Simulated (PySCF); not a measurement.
## Relaxation of quartet InO₂

These are results of PySCF, UPBE0, basis In def2-TZVP with ECP28, O def2-TZVP (scalar-relativistic core potentials, no spin–orbit coupling, density fitting), not measurements. A (50,194) grid was used.

A hand-made bent start, of C2v symmetry, held to at least that symmetry:

```xyz
3
charge 0 multiplicity 4, angstrom
In    0.0000    0.0000   -0.2411
O     1.5810    0.0000    0.8659
O    -1.5810    0.0000    0.8659
```

(1) What forces act on the atoms at the start (eV/Å)?

(2) What does it relax to?

(3) How much energy is released, and in how many steps?

## Answers

(1) 
```
atom     Fx    Fy     Fz
 In1   0.00  0.00  -2.60
  O2   1.87  0.00   1.30
  O3  -1.87  0.00   1.30
```

(2) It ends at C2v with In–O 2.055 Å (×2); O–In–O 112.5° (after a last refinement on a finer grid). A frequency run shows a minimum. Other isomers or separated fragments may lie lower.

(3) 24.5 kJ/mol in 7 steps.

At this level a doublet minimum of C∞v symmetry lies 101 kJ/mol below this structure. Spin–orbit coupling, left out here, can matter for elements this heavy.
